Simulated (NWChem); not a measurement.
Species: CH3ClN2Sr

```xyz
8

Sr     0.1742    -0.1557     0.0000
Cl    -0.1798    -2.7747     0.0000
C     -0.2096     2.6536     0.0000
N     -0.1065     2.0116    -1.1541
N     -0.1065     2.0116     1.1541
H     -0.3879     3.7494     0.0000
H     -0.2140     2.6269    -1.9525
H     -0.2140     2.6269     1.9525
```
Atoms are numbered in this order, from 1.

The geometry was optimised at PBE0/def2-SVP. No frequency run checked for a minimum. def2 effective core potentials on Sr; no spin-orbit coupling.

Symmetry labels are those of Cs in the frame above (b1 and b2, or b-type labels, depend on it).

**Question.** List the 4 lowest vertical singlet excitations from B3LYP/def2-SVPD with def2 effective core potentials on Sr, TDA (NWChem).

**Answer.** 
```csv
state,energy (eV),oscillator strength,symmetry,leading excitation (squared amplitude)
S1,4.04,0.000,a",HOMO → LUMO (0.99)
S2,4.74,0.020,a",HOMO−1 → LUMO (0.99)
S3,4.76,0.026,a',HOMO−2 → LUMO (0.99)
S4,4.92,0.023,a',HOMO−3 → LUMO (0.99)
```
